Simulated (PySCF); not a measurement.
Löwdin shares of the frontier orbitals

Compound: C₄H₇FSi₂.
Numbering: `[F:1][C:2]1=[CH:3][SiH2:4][CH:5]=[CH:6][SiH2:7]1` (hydrogens: H8 on C3; H9, H10 on Si4; H11 on C5; H12 on C6; H13, H14 on Si7)

Cartesian coordinates in Å at the GFN2-xTB level; atoms count from 1:
```xyz
14
C4H7FSi2 angstrom
F     -0.0630   -2.9647   -0.2508
C     -0.1238   -1.6031   -0.1302
C     -1.3155   -1.0360    0.0029
Si    -1.5584    0.8138    0.1768
C      0.1144    1.6771    0.1346
C      1.2964    1.0772    0.0001
Si     1.5761   -0.7730   -0.1784
H     -2.1929   -1.6724    0.0108
H     -2.3914    1.3080   -0.9309
H     -2.2279    1.1060    1.4539
H      0.0907    2.7592    0.2292
H      2.1942    1.6888   -0.0101
H      2.2164   -1.0878   -1.4628
H      2.3840   -1.2935    0.9327
```

Level of theory: TDDFT PBE0/def2-SVPD, vertical, gas phase, core orbitals frozen in the response (PySCF).

Kohn–Sham orbitals with the atoms that hold most of them (Löwdin shares over 4%, at most four atoms; ? is withheld):

| orbital | ε (eV) | atoms |
| --- | --- | --- |
| LUMO+2 | 0.30 | Si4 20%, Si7 20%, C6 11%, C5 10% |
| LUMO+1 | -0.64 | C2 30%, C3 27%, Si7 9%, Si4 8% |
| LUMO | -1.04 | ? |
| HOMO | -7.79 | C3 32%, C2 27%, F1 12%, Si4 8% |
| HOMO-1 | -8.23 | ? |
| HOMO-2 | -8.46 | C5 21%, C6 20%, Si7 12%, Si4 11% |
| HOMO-3 | -9.54 | Si7 22%, C2 20%, F1 11%, C3 11% |

Task: Give the leading atoms of the HOMO-1.

Result: C6 (bonded to C, Si and H) 34%; C5 (bonded to C, Si and H) 34%; Si7 (bonded to 2 C and 2 H) 5%; Si4 (bonded to 2 C and 2 H) 5%. By element: carbon 68% or more, silicon 11%.

Task: Which atoms hold the LUMO, and with what shares?

Result: C5 (bonded to C, Si and H) 30%; C6 (bonded to C, Si and H) 29%; Si7 (bonded to 2 C and 2 H) 9%; Si4 (bonded to 2 C and 2 H) 8%. By element: carbon 58% or more, silicon 17%.

Task: The HOMO–LUMO gap is 6.75 eV. Where does the response calculation put the lowest singlet, and from which orbitals?

Result: S1 is at 5.74 eV (f = 0.028), 1.01 eV below the gap, made of HOMO→LUMO (92%). Without the coupling terms of the response equations the lowest excitation would equal the gap.

Task: Give energy, strength and leading configuration of S1, S2 and S5, and follow the Löwdin shares of the leading atoms from the occupied to the empty orbital.

Result: 
- S1 (5.74 eV, f 0.028), HOMO→LUMO (92%): C3 32% → at most 8%, C2 27% → at most 8%, C5 at most 8% → 30%, C6 at most 8% → 29%
- S2 (5.80 eV, f 0.0020), HOMO-2→LUMO (95%): C5 21% → 30%, C6 20% → 29%
- S5 (6.47 eV, f 0.0003), HOMO-2→LUMO+1 (93%): C5 21% → at most 9%, C6 20% → at most 9%, C2 at most 12% → 30%, C3 at most 12% → 27%

Löwdin shares depend on the basis, the more so with diffuse functions.

On Intel Xeon at 2.60 GHz, one thread, shared host with 128 logical CPUs at a one-minute load of 38, this took 40 s wall (grids of density and orbitals included) and 0.85 GiB of memory at its peak.
